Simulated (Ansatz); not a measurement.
Ansatz (a first-principles code) input (CCSD(T)/6-31G*):

Ansatz 0.2 input:
```yaml
crystal:
  periodic: [false, false, false]
  atoms:
    - {symbol: Ge, position_ang: [0.62336813, 1.08019113, 0.18983970]}
    - {symbol: C, position_ang: [-0.39291352, -0.74283439, -0.11213957]}
    - {symbol: C, position_ang: [-0.62987351, -1.38702285, 1.25183909]}
    - {symbol: C, position_ang: [0.50266225, -1.65389991, -0.94848295]}
    - {symbol: C, position_ang: [-1.73107671, -0.56676017, -0.82226645]}
    - {symbol: H, position_ang: [0.36974257, 1.59372065, -1.33197103]}
    - {symbol: H, position_ang: [-0.69937607, 1.84565374, 0.74514246]}
    - {symbol: H, position_ang: [-1.11289486, -2.37558052, 1.15654445]}
    - {symbol: H, position_ang: [0.31013044, -1.52742380, 1.79375669]}
    - {symbol: H, position_ang: [-1.27678294, -0.76231171, 1.87464685]}
    - {symbol: H, position_ang: [1.47569394, -1.80208370, -0.47073257]}
    - {symbol: H, position_ang: [0.68560082, -1.22473879, -1.93792700]}
    - {symbol: H, position_ang: [0.04652684, -2.64879313, -1.09601234]}
    - {symbol: H, position_ang: [-1.59624886, -0.10678876, -1.80361231]}
    - {symbol: H, position_ang: [-2.39665469, 0.08182335, -0.24856155]}
    - {symbol: H, position_ang: [-2.24630831, -1.53648944, -0.96984472]}
basis:
  gaussian:
    orbitals: 6-31G*
total_charge: -1
magnetization: {spin_polarized: false}
correlation: {method: ccsd_t, electrons: outside_noble_gas}
```

Output:

```
Functional definition: HF
integrals: 0.22 GiB planned
1238 factors; integrals over basis functions are off by at most 7.3e-4 eV
mean field: 0.66 GiB planned
mean field evaluation 1: about -60758.1435 eV, gradient 2.6e1 eV
mean field evaluation 2: about -60758.1442 eV, gradient 2.6e1 eV
mean field evaluation 4: about -60760.6955 eV, gradient 4.2e0 eV
mean field evaluation 8: about -60760.7457 eV, gradient 2.9e-4 eV
mean field evaluation 16: about -60760.7483 eV, gradient 1.7e-1 eV
mean field -60760.74569285 eV, -2232.9162190995 hartree, gradient 2.2e-6 eV, S^2 0.000000; 0 other end points of the search recorded, 0 dependent functions left out
18 core orbitals not correlated
reference -60760.74569285 eV, -2232.9162190995 hartree; 16, 16 occupied and 83, 83 virtual orbitals, 1238 factors
second order -17.01757511 eV of doubles, -0.00000000 eV of singles
coupled cluster: 0.49 GiB planned
cycle   1  -18.14912922 eV  change    -1.1e0 eV  update   1.0e-1
cycle   2  -18.78632999 eV  change   -6.4e-1 eV  update   3.3e-2
cycle   3  -18.87156792 eV  change   -8.5e-2 eV  update   1.2e-2
cycle   4  -18.87108547 eV  change    4.8e-4 eV  update   3.6e-3
cycle   5  -18.87073930 eV  change    3.5e-4 eV  update   1.2e-3
cycle   6  -18.87028747 eV  change    4.5e-4 eV  update   4.1e-4
cycle   7  -18.87016797 eV  change    1.2e-4 eV  update   1.3e-4
cycle   8  -18.87016050 eV  change    7.5e-6 eV  update   4.8e-5
cycle   9  -18.87015802 eV  change    2.5e-6 eV  update   1.4e-5
perturbative correction -0.59844162 eV, -0.0219923238 hartree
Total energy: -60780.21429248 eV, -2233.6316769398 hartree
```

It need not be the lowest isomer of its formula. Whether it binds its extra electron was not tested at this geometry.
